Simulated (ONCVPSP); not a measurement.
Configuration tests for C (ONCV)

```json
{
 "Element": "C (Z = 6)",
 "Generator": "ONCVPSP 4.0.1",
 "Type": "optimised norm-conserving Vanderbilt (ONCV)",
 "Functional": "LDA (Perdew-Zunger)",
 "Relativity": "non-relativistic",
 "Frozen core": "[He]",
 "Valence charge": "4",
 "Reference configuration": "2s2 2p2",
 "Partial waves": "2s: rc 1.10 bohr, ncon 4, nbas 8, qcut 5.5 1/bohr, local; 2p: rc 2.50 bohr, ncon 4, nbas 9, qcut 5.8 1/bohr, 2 projectors, debl 3.9 Ha; d scattering state at 0.37 Ha: rc 2.65 bohr, ncon 5, nbas 8, qcut 4.2 1/bohr, 1 projector",
 "Local potential": "the s channel",
 "Core correction": "Teter function, fcfact 2.75, rcfact 1.6"
}
```

Energies are relative to the spin-unpolarised reference configuration 2s2 2p2; without spin polarisation the order of configurations can differ from experiment.

Problem. Give the all-electron excitation energy and the error of the potential for: 2s2 2p1; 2s2 2p0; 2s1 2p0; 2s2 2p1.5.

Solution.

```
valence configuration  charge  ΔE all-electron (eV)  error AE − PS (meV)
              2s2 2p1      +1                10.991                  +73
              2s2 2p0      +2                35.254                 +610
              2s1 2p0      +3                83.203                +1162
            2s2 2p1.5    +0.5                 4.030                  +11
```

Levels in the configuration 2s2 2p0:

```
level  all-electron (eV)  pseudo (eV)
   2s            -40.154      -39.680
```
